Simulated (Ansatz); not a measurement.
A series at W: from `[OH][W]([OH])([OH])([OH])([Cl])[Cl]`, ligands are replaced one by one, each step taking up HCl and setting free H₂O; n counts the steps. Ansatz, PBE0-D4/def2-TZVP geometries. Each molecule was computed in one conformer, which needn't be the lowest.

| n | molecule | zero-point energy, PBE0-D4/def2-TZVP (kJ/mol) |
| --- | --- | --- |
| 0 | `[OH][W]([OH])([OH])([OH])([Cl])[Cl]` | ? |
| 1 | `[OH][W]([OH])([OH])([Cl])([Cl])[Cl]` | 118.2 |
| 2 | `[OH][W]([OH])([Cl])([Cl])([Cl])[Cl]` | 86.1 |
| 3 | `[OH][W]([Cl])([Cl])([Cl])([Cl])[Cl]` | 52.6 |
| 4 | `[Cl][W]([Cl])([Cl])([Cl])([Cl])[Cl]` | 21.4 |

**Question.** By hand: fit a straight line y = ȳ + b (n − n̄) to the 4 given rows and predict n = 0.

**Answer.** n̄ = 2.500, ȳ = 69.58; Σ(n − n̄)(y − ȳ) = -161.95, Σ(n − n̄)² = 5.000, so b = -32.39 kJ/mol a step. Prediction: 69.58 + (-32.39) × (-2.500) = 150.6 kJ/mol.

**Question.** By hand: compare with the computed value, 151.8 kJ/mol, and give the steps along the whole series.

**Answer.** The line misses by 1.2 kJ/mol (computed minus predicted). Steps: -33.6, -32.1, -33.5, -31.2 kJ/mol.

The steps differ by at most 2.4 kJ/mol, 7 % of a mean step, so the ligands' effects nearly add and a line is close. The miss is 0.9 % of the series' range.
